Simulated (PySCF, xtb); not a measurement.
BClHI, SMILES ClBI.

GFN2-xTB in xtb at its own geometry gives an orbital gap of 3.77 eV and a dipole moment of 3.63 D.

The structure is a stationary point at B3LYP-D3(BJ)/def2-TZVP. The def2 effective core potentials stand for the cores of I; spin–orbit coupling is left out.

**Question.** What does B3LYP/def2-TZVPD (PySCF) give? (Estimate from the structure and the level; the computed values follow.)

**Answer.** gap 5.30 eV (levels -7.60 and -2.30 eV), dipole 0.34 D.
